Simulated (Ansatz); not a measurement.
## C2H3BrF−: where a starting geometry ends

The starting geometry of this gas-phase singlet was optimised with GFN2-xTB; its bonds are those of `FC[CH-]Br`.

| atom | x (Å) | y (Å) | z (Å) |
| --- | --- | --- | --- |
| C | -0.9421 | 2.3428 | -0.2991 |
| C | -1.5275 | 2.3463 | 1.0997 |
| Br | -0.8915 | 4.1198 | 1.8416 |
| F | -1.3902 | 1.2092 | -0.9942 |
| H | 0.1657 | 2.3012 | -0.4069 |
| H | -1.3076 | 3.2020 | -0.8814 |
| H | -0.9212 | 1.6264 | 1.7042 |

Q: Predict what it relaxes into with r2SCAN-D4/def2-SVPD.

A: It loosens into C2H3Br + F, which stay close as a complex (formulas without charges). Distances that change by over a tenth: C1–C2 (1.52 → 1.31 Å), C1–H5 (1.11 → 1.25 Å). Contacts that open: C1–F4 (1.40 → 2.57 Å).

The energy falls by 1.11 eV over 41 steps:

```tsv
step	E − E(last) (eV)
1	1.112
5	1.073
10	0.966
14	0.814
19	0.469
23	0.433
28	0.199
32	0.014
37	0.000
41	0.000
```

Final geometry (Å):

```xyz
7

C    -1.0562    2.6828   -0.1482
C    -0.9034    2.6097    1.1552
Br   -0.9987    4.2006    2.4196
F    -0.9158    0.6110   -1.6547
H    -0.9830    1.6560   -0.8596
H    -1.2501    3.6503   -0.6263
H    -0.7075    1.7371    1.7779
```

The end wasn't checked by frequencies. Run with Ansatz 0.2.0, 2.2 min on 2 threads of Arm Neoverse V1 (shared host).
